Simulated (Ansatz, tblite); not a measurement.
Removing and adding an electron: Al₄Sb₄H₁₆, a cluster cut from zinc blende AlSb (hydrogen-capped). The state is a singlet with charge 0. Geometry: PBE-D4/def2-SVP. Ansatz, gas phase; energy differences of separate SCF runs; the oxidised species was run as a doublet alone; the reduced species was run as a doublet alone.

```tsv
atom	x (Å)	y (Å)	z (Å)
Al1	-2.2587	-0.1232	-2.0955
Al2	0.1730	-2.5501	1.7309
Al3	-0.5864	2.3774	1.8808
Al4	2.6722	0.2969	-1.5099
Sb5	-2.2906	1.8185	-0.1769
Sb6	-0.3339	-0.1394	2.9075
Sb7	0.3338	0.1379	-2.9089
Sb8	2.2925	-1.8172	0.1749
H9	-3.2160	0.3287	-3.2966
H10	-2.3438	-1.5215	-1.3199
H11	0.6943	-3.5658	2.8537
H12	-1.0438	-2.8250	0.7272
H13	-1.3606	3.2879	2.9464
H14	0.8228	2.7336	1.2092
H15	2.5624	1.6159	-0.6085
H16	3.8817	-0.0493	-2.5002
H17	-3.8668	1.7573	0.4991
H18	-2.5177	3.3101	-0.9944
H19	-1.7108	-0.4026	3.8972
H20	0.7778	0.0131	4.2057
H21	0.5585	-1.0760	-4.1008
H22	0.3718	1.4574	-4.0052
H23	2.7138	-3.2272	-0.7077
H24	3.6746	-1.8376	1.1918
```

In the def2 sets Sb takes a core potential; there is no spin–orbit coupling. The xTB rows come from tblite.

```
           level  −HOMO (eV)  vertical IE (eV)  −LUMO (eV)  vertical EA (eV)  HOMO–LUMO gap (eV)  IE − EA (eV)                       remarks
        GFN1-xTB       10.45             12.25        6.80              5.10                3.65          7.15                             –
PBE0-D4/def2-SVP        7.52              8.87        1.55              0.47                5.97          8.41  HOMO above zero (-1 doublet)
```

(1) Estimate the rows for GFN2-xTB, PBE-D4/def2-SVP.

Answers

(1) 
```csv
level,−HOMO (eV),vertical IE (eV),−LUMO (eV),vertical EA (eV),HOMO–LUMO gap (eV),IE − EA (eV),remarks
GFN2-xTB,9.69,11.43,7.00,5.17,2.69,6.26,–
PBE-D4/def2-SVP,6.52,–,2.21,0.64,4.31,–,HOMO above zero (-1 doublet)
```

Run but left out: PBE-D4/def2-SVP (charge +1 doublet: an occupied level 0.01 eV above an empty one).   A HOMO above zero means that the electron is unbound at that level or that self-interaction error raises the level; the energy of removing that electron tells which. Raw xTB energy differences between charge states are shifted by several eV; the methods need an empirical correction for them. Sets without diffuse functions give affinities that are too small.
